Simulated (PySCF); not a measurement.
**State search for BeF**

Unrestricted PBE0; Be pcseg-2, F pcseg-2; no relativity (PySCF 2.14). Outer shells of the fragments: Be 2s2; F 2s2 2p5.

Followed along the bond (rough minima from three points):

```json
{"2Ms+1": "2", "unpaired": "σ ↑", "⟨S²⟩ at the start": "0.75", "R at minimum (Å)": "1.37", "Te (eV)": "0.00"}
```

Solutions found at the starting distance of 1.575 Å, counted from the lowest of them; the search is not exhaustive and high or unbound solutions are not listed, so other states can lie among these:

| 2Ms+1 | unpaired | term | E (eV) | ⟨S²⟩ | ⟨Lz²⟩ | μ (D) |
| --- | --- | --- | --- | --- | --- | --- |
| 2 | σ ↑ | ²Σ⁺ | 0.00 | 0.75 | 0.00 | -2.16 |
| 2 | π ↑ | ²Π | 3.76 | 0.75 | 1.00 | -4.35 |
| 4 | σ ↑, π ↑↑ | mixed | 8.27 | 3.75 | 2.00 | 2.79 |
| 4 | σ ↑, π ↑↑ | mixed | 8.45 | 3.75 | 2.00 | 2.86 |
| 4 | σ ↑↑, π ↑ | ⁴Π | 9.58 | 3.75 | 1.00 | 2.84 |

A term symbol is given only where ⟨S²⟩ and ⟨Lz²⟩ are close to those of a pure state; real π, δ and φ orbitals otherwise mix terms. A positive dipole means Be(−)F(+).

Counting both spins, an empty level lies below a filled one in some of these solutions, because spin and occupation are held.
